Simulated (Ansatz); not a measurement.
The cluster ZrAu12, relaxed as a singlet with RKS PBE-D4/def2-SVP in Ansatz, starting from packed atoms. Force threshold 0.03 eV/Å.

In the def2 sets Au, Zr take a core potential; there is no spin–orbit coupling. Single mean-field runs in def2-SVP are fitted with def2-universal-jkfit. The structure comes from a short search, and lower isomers may exist.

Start:

```xyz
13

Zr    1.372   -1.480   -1.815
Au    2.712    0.667   -0.033
Au   -1.388    3.754   -0.302
Au    3.832   -2.089    1.046
Au   -0.587    0.887   -2.429
Au   -1.440   -2.631   -0.675
Au   -0.011    1.334    0.468
Au   -1.416   -0.949    1.716
Au   -0.027   -3.341    2.307
Au   -2.942    0.055   -1.433
Au    1.237   -0.928    1.268
Au   -2.589    1.466    0.820
Au    1.247    3.255   -0.938
```

```csv
step,energy (eV),largest force component (eV/Å),SCF passes
1,-45626.4630,2.358,63
2,-45627.8979,2.111,50
3,-45628.9078,1.656,49
4,-45629.5886,0.808,45
5,-45630.1299,0.554,43
6,-45630.7207,0.614,39
7,-45631.1902,0.499,38
8,-45631.6964,0.545,37
9,-45632.1070,0.491,32
10,-45632.4506,0.378,32
11,-45632.7610,0.306,31
12,-45633.0220,0.268,30
13,-45633.2620,0.273,30
14,-45633.5529,0.306,30
15,-45633.9012,0.335,29
16,-45634.1189,0.215,30
17,-45634.1965,0.133,30
18,-45634.2403,0.074,30
19,-45634.2661,0.095,29
20,-45634.2855,0.229,31
21,-45634.3176,0.165,31
22,-45634.3477,0.139,29
23,-45634.3756,0.089,29
24,-45634.3918,0.041,30
25,-45634.3968,0.024,25
26,-45634.3970,0.018,23
```

Force components are those of the run's own axes.

End:

```xyz
13

Zr    0.084   -0.049   -0.201
Au    2.634    0.036   -1.321
Au   -0.968    3.568   -0.148
Au    2.106   -2.090    0.211
Au   -1.298    1.616   -2.134
Au   -0.523   -2.840   -0.714
Au    0.569    2.043    1.634
Au   -1.859   -1.290    1.431
Au    0.192   -3.118    1.983
Au   -0.978   -0.997   -2.597
Au    1.003   -0.473    2.436
Au   -2.295    1.226    0.631
Au    1.332    2.368   -1.212
```

Bonds lost: Au2–Au7, Au2–Au11, Au5–Au7, Au7–Au8, Au10–Au12 (atoms count from 1). Bonds formed: Zr1–Au8, Zr1–Au10, Zr1–Au12, Zr1–Au13, Au3–Au5, Au4–Au6, Au4–Au9, Au5–Au12 (atoms count from 1). Metal–metal contacts that move far: Zr1–Au7 3.88 to 2.82 Å, Zr1–Au4 3.82 to 2.90 Å, Au6–Au9 3.38 to 2.80 Å, Au7–Au12 2.61 to 3.14 Å.

The force fell under the threshold at step 25, but the optimiser went on. No frequencies were taken in this run, so the end may be a saddle point.

It took 92 s on 2 threads of AMD EPYC 7R13 on a shared host and a share (18 GiB) of an NVIDIA H100 80GB HBM3, peak host memory 1.1 GiB.
